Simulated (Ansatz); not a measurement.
`[CH3][V](=[S])([Cl])[Cl]`. Total charge 0; spin multiplicity 1. All single points use the PBE0-D4/def2-TZVP geometry.

```xyz
8

C     0.428    0.951   -0.254
V    -0.361   -0.810    0.219
S     0.945   -1.543    1.517
Cl   -2.239   -0.395    1.139
Cl   -0.406   -1.948   -1.583
H     0.507    1.569    0.641
H     1.408    0.800   -0.707
H    -0.281    1.377   -0.972
```

Problem. What is the dipole moment at B3LYP/def2-TZVPP? (Best estimate.)

Solution. Computed: 1.68 D, with components (0.63, 1.49, -0.43) D in this frame, pointing from negative to positive charge.

Problem. And with PBE, r2SCAN, ωB97M-V? (Best estimate.)

Solution. Ansatz gave: PBE 1.50 D, r2SCAN 1.67 D, ωB97M-V 1.80 D.

Problem. Give the Mulliken charges with B3LYP, PBE, ωB97M-V in def2-TZVPP. (Estimate.)

Solution. Computed: 
```tsv
atom	B3LYP	PBE	ωB97M-V
C1	-0.39	-0.38	-0.41
V2	0.59	0.49	0.38
S3	-0.20	-0.18	-0.11
Cl4	-0.22	-0.18	-0.17
Cl5	-0.22	-0.18	-0.17
H6	0.14	0.14	0.16
H7	0.14	0.14	0.16
H8	0.14	0.14	0.16
```

B3LYP here is the variant with VWN-RPA as its local correlation; programs differ in this.
